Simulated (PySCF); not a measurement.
SMILES c1c(ccc(C=O)c1)O[SiH3] at its GFN2-xTB optimised geometry (Å):

```
18

O     -2.5628    -3.1006     0.0005
C     -1.3608    -3.0033     0.0005
C     -0.6099    -1.7478     0.0000
C     -1.2882    -0.5266    -0.0001
C     -0.5946     0.6626     0.0002
C      0.7998     0.6579     0.0004
O      1.5239     1.7831     0.0007
Si     1.1630     3.3759     0.0127
C      1.4838    -0.5609     0.0000
C      0.7860    -1.7478     0.0000
H     -0.7171    -3.9064     0.0011
H     -2.3679    -0.5390    -0.0003
H     -1.1143     1.6088     0.0004
H      0.4034     3.7155     1.2165
H      2.5152     3.9064     0.0038
H      0.3830     3.7313    -1.1735
H      2.5628    -0.5468     0.0000
H      1.3200    -2.6871     0.0001
```

Calculation: CAM-B3LYP/def2-SVP (PySCF).

Map of the electron localisation function on the plane z = 1.0 Å:

```
|000000000000000000000000000|
|000000000000000000000000000|
|000000000000244100132000000|
|000000000002899821588200000|
|000000000005999953899500000|
|000000000005999963899500000|
|000000000001999941345200000|
|000000000000066321000000000|
|000000000110000144200000000|
|000000000364100267510000000|
|000000000145311135410000000|
|000000000035655410000000000|
|000000000136656630000000000|
|000000132356412563233000000|
|000000365455100465566100000|
|000000133355201565444100000|
|000000000036544652100000000|
|000000000026666541000000000|
|000000341124433441000000000|
|000001454443101364100000000|
|000001454543100165100000000|
|000001453225410011000000000|
|000000232016840000000000000|
|000000000005730000000000000|
|000000000001200000000000000|
|000000000000000000000000000|
|000000000000000000000000000|
```
Scale: ten equal steps from 0.000 (start of '0') to 1.000 (end of '9'), in the order '0123456789'; x runs from -6.00 to 6.00, y from -6.00 (bottom) to 6.00 (top).
